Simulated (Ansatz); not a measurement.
Correlation energies of `BN/C=[N]/[GeH3]` by basis set

Cartesian coordinates in Å:
```
B -0.4646 0.4261 2.4094
N -1.0753 0.5497 1.1475
C -0.5502 0.2125 -0.1010
N 0.6004 -0.2659 -0.2653
Ge 1.1853 -0.6736 -1.9659
H 0.6359 -0.0135 2.4965
H -1.1046 0.7801 3.3548
H -2.0104 0.9236 1.0934
H -1.2663 0.4178 -0.9134
H 1.5197 -2.1714 -2.0077
H 0.0838 -0.3411 -3.0014
H 2.4464 0.1557 -2.2468
```

Charge 0, multiplicity 1. Correlated methods include outer-core shells of Ge, which these sets cover unevenly. Scalar relativity is left out up to krypton. The structure was optimised at the PBE0-D4/def2-TZVP level. It is one conformer, not always the lowest. Frozen core, restricted reference, Ansatz.

| basis | HF (Eh) | MP2 corr. | CCSD corr. | (T) | CCSD(T) total |
| --- | --- | --- | --- | --- | --- |
| def2-SVP | -2250.51601 | -0.77837 | -0.82016 | -0.02728 | -2251.36345 |
| def2-TZVPP | -2250.98161 | -0.92923 | -0.96452 | -0.04067 | -2251.98680 |
| def2-QZVPP | -2251.03217 | -1.23783 | – | – | – |
